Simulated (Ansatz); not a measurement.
Basis-set extrapolation for AlBFH5OSi, SMILES `OB[SiH](F)[AlH2]` (PBE0-D4/def2-TZVP geometry, frozen core, Ansatz). Multiplicity 1, RHF reference.

```csv
,def2-TZVPP,def2-QZVPP
HF,-732.933391,-732.959192
MP2 correlation,-0.781800,-0.847725
CCSD(T) correlation,-0.854474,not run
```

Energies in hartree. Use E(X) = E(∞) + A·exp(−7.88·√X) for Hartree–Fock and E(X) = E(∞) + B·X^(−2.97) for correlation, with X = 3 and 4, and add CCSD(T) minus MP2 of the smaller set to the MP2 limit.

Problem. What is the CCSD(T) energy at the basis-set limit?

Solution. HF limit: -732.959192 + (-0.025801) × 0.13774 = -732.96275. MP2 limit: -0.847725 + (-0.065925) × 0.74074 = -0.89656. Higher-order term: -0.854474 − (-0.781800) = -0.07267. Total: -733.93198 hartree, 378.4 kJ/mol below CCSD(T)/def2-TZVPP.
